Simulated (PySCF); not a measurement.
# HgH: energy against distance

Set-up: PySCF, scalar-relativistic core potentials, basis sets Hg def2-TZVP with ECP60, H def2-TZVP. Energies in eV from Hg + H in their ground configurations at the same level. State: ²Σ⁺ (doublet), unpaired electrons σ ↑.

All columns are PBE0. A positive dipole means Hg(−)H(+).

| R (Å) | E (eV) | μ (D) | Mulliken charge on Hg (basis-dependent) | HOMO (eV) | LUMO (eV) | Mayer bond order | ⟨S²⟩ |
| --- | --- | --- | --- | --- | --- | --- | --- |
| 1.521 | -0.130 | 0.18 | 0.10 | -5.34 | -2.20 | 0.87 | 0.76 |
| 1.592 | -0.312 | 0.05 | 0.09 | -5.47 | -2.32 | 0.83 | 0.76 |
| 1.663 | -0.410 | -0.09 | 0.09 | -5.59 | -2.43 | 0.79 | 0.76 |
| 1.716 | -0.444 | -0.18 | 0.08 | -5.69 | -2.50 | 0.76 | 0.76 |
| 1.769 | -0.453 | -0.27 | 0.08 | -5.78 | -2.57 | 0.72 | 0.76 |
| 1.822 | -0.443 | -0.34 | 0.08 | -5.88 | -2.63 | 0.68 | 0.76 |
| 1.893 | -0.412 | -0.43 | 0.07 | -6.00 | -2.70 | 0.63 | 0.76 |
| 1.981 | -0.355 | -0.50 | 0.06 | -6.16 | -2.76 | 0.56 | 0.76 |
| 2.087 | -0.279 | -0.54 | 0.05 | -6.36 | -2.79 | 0.48 | 0.77 |
| 2.229 | -0.186 | -0.51 | 0.03 | -6.60 | -2.77 | 0.36 | 0.77 |

A fit through these points gives, at Re = 1.765 Å, μ = -0.26 D and dμ/dR = -1.56 D/Å; the reduced mass is 1.003 u.

Problem. How strong is the fundamental in the double-harmonic approximation, I = 42.26·(dμ/dR)²/μred km/mol?

Solution. I = 42.26·(-1.56)²/1.003 = 103 km/mol at PBE0.

Spin–orbit coupling is left out. The state was picked by a PBE0 search and need not be the measured ground state.
